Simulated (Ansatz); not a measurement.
Cl2Ge, SMILES `[Cl][Ge][Cl]`, relaxed with RKS PBE0-D4/def2-TZVP in Ansatz from a PBE-D4/def2-SVP geometry. The force threshold is 0.005 eV/Å; the program also tests the step.

Charge 0, multiplicity 1.

Start:

```xyz
3

Cl    0.931    0.338    1.467
Ge    0.389   -0.771   -0.370
Cl   -1.320    0.433   -1.097
```

(1) How much energy does the relaxation release, and in how many steps? (An estimate is asked.)

(2) Which bonds change most? (Estimate.)

(3) Give the relaxed structure. (Estimate.)

Answers

(1) The calculation gave: 0.02 eV, in 3 steps, 1 of them rejected.

(2) Ansatz gave: Cl1–Ge2 from 2.214 to 2.182 Å; Ge2–Cl3 from 2.214 to 2.182 Å.

(3) The calculation gave: 
```xyz
3

Cl    0.909    0.337    1.440
Ge    0.387   -0.767   -0.368
Cl   -1.296    0.430   -1.071
```
